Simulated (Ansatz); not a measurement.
CH6InNS, SMILES `[CH3][In]([NH2])[SH]`. Total charge 0; spin multiplicity 1. In takes the def2 core potential.

```xyz
10

C    -0.574   -1.492    1.136
In   -0.136    0.062   -0.263
N     1.413    1.347   -0.108
S    -1.374    0.308   -2.301
H     0.283   -2.161    1.217
H    -0.775   -1.064    2.119
H    -1.443   -2.060    0.806
H     1.417    2.189   -0.662
H     1.819    1.533    0.797
H    -0.630    1.337   -2.740
```

(1) List the harmonic frequencies (cm⁻¹, unscaled) at PBE0-D4/def2-TZVP in Ansatz. (Estimate.)

Results:

(1) Computed: 30i, 93, 119, 122, 216, 298, 312, 342, 517, 605, 630, 709, 717, 759, 1199, 1450, 1453, 1553, 2714, 3068, 3159, 3173, 3580, 3684.
